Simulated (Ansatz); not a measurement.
One change: `F[Si](F)(I)I` becomes `F[Si](F)(F)I`.

Ansatz, PBE0-D4/def2-TZVP geometries, multiplicity 1. 

Elements past krypton have def2 core potentials.

```
                                      property  `F[Si](F)(I)I`
         HOMO–LUMO gap (B3LYP/def2-TZVPP) / eV            5.99
          HOMO–LUMO gap (PBE0/def2-TZVPP) / eV            6.48
         LUMO energy (ωB97M-V/def2-TZVPP) / eV            0.28
           HOMO–LUMO gap (PBE/def2-TZVPP) / eV            4.51
           HOMO energy (B3LYP/def2-TZVPP) / eV           -7.82
zero-point energy (PBE0-D4/def2-TZVP) / kJ/mol            21.6
```

Q: What does the change do to each property? (Estimate.)

A: Ansatz gave: 
| property | `F[Si](F)(F)I` | shift |
| --- | --- | --- |
| HOMO–LUMO gap (B3LYP/def2-TZVPP) / eV | 7.32 | 1.33 |
| HOMO–LUMO gap (PBE0/def2-TZVPP) / eV | 7.87 | 1.39 |
| LUMO energy (ωB97M-V/def2-TZVPP) / eV | 1.22 | 0.94 |
| HOMO–LUMO gap (PBE/def2-TZVPP) / eV | 5.74 | 1.23 |
| HOMO energy (B3LYP/def2-TZVPP) / eV | -8.34 | -0.52 |
| zero-point energy (PBE0-D4/def2-TZVP) / kJ/mol | 27.3 | 5.7 |

With PBE0 the HOMO falls by 0.53 eV and the LUMO rises by 0.86 eV, so the gap widens by about 1.39 eV. PBE moves the HOMO by -0.47 eV and ωB97M-V by -0.59 eV.

B3LYP here is the variant with VWN-RPA as its local correlation; programs differ in this.

Spin–orbit coupling is left out; it splits and shifts lone-pair levels of the heavy atoms by tenths of an eV.
